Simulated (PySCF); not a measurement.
BCl₂Br, SMILES ClB(Cl)Br.

Coordinates come from a PBE0-D3(BJ)/def2-SVP optimisation.

These are TDDFT-B3LYP/def2-SVPD (PySCF 2.14.0) values and carry that method's errors.

Vertical excitations. Isolated molecule, no solvent. State labels are in the subgroup C2v.

```
state  symmetry  energy (eV)  λ (nm)      f          main pairs
-----  --------  -----------  ------  -----  ------------------
S1           A2         5.06     245  0.000     HOMO→LUMO 100 %
S2           A2         6.04     205  0.000   HOMO−2→LUMO 100 %
S3           A1         6.14     202  0.137    HOMO−1→LUMO 96 %
S4           B1         6.16     201  0.000   HOMO−3→LUMO 100 %
S5           B2         6.81     182  0.108    HOMO−4→LUMO 92 %
S6           B2         7.16     173  0.044    HOMO→LUMO+1 95 %
S7           B1         7.63     163  0.011  HOMO−1→LUMO+1 95 %
S8           B2         7.87     157  0.003    HOMO→LUMO+2 92 %
S9           B2         8.24     150  0.090  HOMO−2→LUMO+1 89 %
S10          A1         8.31     149  0.003    HOMO−5→LUMO 94 %
T1           A2         4.91     253      0     HOMO→LUMO 100 %
T2           A1         5.26     236      0    HOMO−1→LUMO 99 %
T3           B2         5.87     211      0    HOMO−4→LUMO 99 %
T4           A2         5.88     211      0    HOMO−2→LUMO 99 %
```
Triplets are in the Tamm–Dancoff approximation, which puts them higher than full response would, so one can lie above its singlet here.
